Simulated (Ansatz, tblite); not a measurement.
Cost and result up the ladder for Al6O15H12, a hydroxylated oxide cluster (33 atoms). Total charge 0; singlet. Geometry: PBE-D4/def2-SVP.

```xyz
33

Al    0.224   -0.867    1.528
Al   -0.925    0.466   -1.429
Al    1.052    2.088    0.915
Al   -0.930   -2.201   -1.107
Al    1.744   -1.234   -1.202
Al   -1.990    1.256    1.599
O     0.981   -2.386    1.935
O     1.550    0.462    1.581
O    -1.340   -3.437    0.040
O     2.873   -1.381    0.138
O     2.183   -0.150   -2.458
O     0.746   -2.711   -1.792
O     0.127   -0.826   -0.341
O     0.380    1.787   -0.723
O     2.145    3.403    0.997
O    -2.202    1.203   -0.254
O    -0.546    2.440    1.768
O    -1.263   -0.229    2.096
O    -3.437    1.945    2.229
O    -0.336    1.070   -3.001
O    -1.877   -1.008   -1.913
H     0.424   -3.159    1.717
H     2.308   -0.024    1.098
H    -2.241   -3.468    0.400
H     2.570   -2.040    0.811
H     1.429    0.295   -2.917
H     0.976   -3.374   -2.463
H     0.807    2.131   -1.533
H     2.947    3.422    1.540
H    -3.061    0.801   -0.495
H    -0.754    3.385    1.891
H    -3.776    1.689    3.099
H    -0.790    0.654   -3.754
```

Ansatz on 2 threads of AMD EPYC 7R13 on a shared host and a share (18 GiB) of an NVIDIA H100 80GB HBM3; xTB runs through tblite on one thread. Times are rough, summed over both states, and most runs start from the orbitals of an earlier one. PBE0-D4/def2-TZVP serves as the yardstick here, not as an exact answer. The other state is a doublet.

The xTB rows come from tblite. B3LYP takes the VWN-RPA correlation. Single mean-field runs in def2-TZVP are fitted with def2-universal-jkfit.

Run but left out: PBE-D4/def2-TZVP (charge +1 doublet: an occupied level 0.03 eV above an empty one).

Raw xTB energies of ions are shifted by several eV.

```tsv
level	functions	wall time
GFN1-xTB	138	0.31 s
GFN2-xTB	126	0.37 s
B3LYP-D4/def2-TZVP (with forces)	759	37 s
PBE0-D4/def2-TZVP	759	47 s
```

Question: Estimate what each level gives for the vertical IE (eV).

Answer: 
```
                           level  vertical IE (eV)  difference from PBE0-D4/def2-TZVP (eV)
                        GFN1-xTB             13.43                                    3.77
                        GFN2-xTB             13.41                                    3.76
B3LYP-D4/def2-TZVP (with forces)              9.58                                   -0.07
               PBE0-D4/def2-TZVP              9.65                                    0.00
```
